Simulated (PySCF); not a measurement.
# Fractional electron number in Cu- (copper, charge -1)

The 4s beta orbital of [Ar] 3d10 4s2 is emptied in steps (occupation f), with all orbitals relaxed, ending at [Ar] 3d10 4s1. Calculation: PySCF 2.14, in aug-cc-pVTZ-PP with ECP10MDF (6s6p5d3f2g, 88 functions); scalar relativity through the core potential. The exact energy is a straight line in f; departures are measured from the line between the end points of the same method.

```tsv
f	LDA (eV)	PBE (eV)
1	0.000	0.000
0.75	-0.480	-0.460
0.5	-0.661	-0.634
0.25	-0.509	-0.490
0	0.000	0.000
```

```json
{"method": "LDA", "E(f=0) − E(f=1) (eV)": "1.584", "−ε at f=1 (eV)": "-0.873", "−ε at f=0.5 (eV)": "1.504"}
{"method": "PBE", "E(f=0) − E(f=1) (eV)": "1.357", "−ε at f=1 (eV)": "-1.002", "−ε at f=0.5 (eV)": "1.276"}
```

Orbital energy along the path (eV):

```csv
f,LDA,PBE
1,0.873,1.002
0.75,-0.234,-0.063
0.5,-1.504,-1.276
0.25,-2.894,-2.611
0,-4.360,-4.027
```

At f = 1 the orbital energy is positive for LDA, PBE: only the finite basis holds the electron.

Reference removal energy between the ground levels: 1.236 eV (measured; photodetachment measurements, as compiled on the Wikipedia data page of electron affinities).
